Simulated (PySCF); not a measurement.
selenium dioxide (O2Se), SMILES O=[Se]=O.

The structure is a stationary point at PBE0-D3(BJ)/def2-TZVP.

Method: PBE/def2-TZVPD in PySCF.

The molecule is in vacuum.

```
Quantity                                                                                                       Result
---------------------------------------------------------------------------------------------  ----------------------
total energy                                                                                      -2551.51643 hartree
point group                                                                                                       C2v
highest occupied level                                                                                       -7.73 eV
lowest empty level                                                                                           -4.95 eV
orbital gap                                                                                                   2.78 eV
dipole moment                                                                                                  2.57 D
quadrupole, principal values (traceless, Buckingham form, about the centre of nuclear charge)   -6.27, 1.13, 5.14 D·Å
mean static polarisability                                                                       32.9 bohr³ (4.87 Å³)
polarisability, principal values                                                               24.3, 30.7, 43.7 bohr³
```
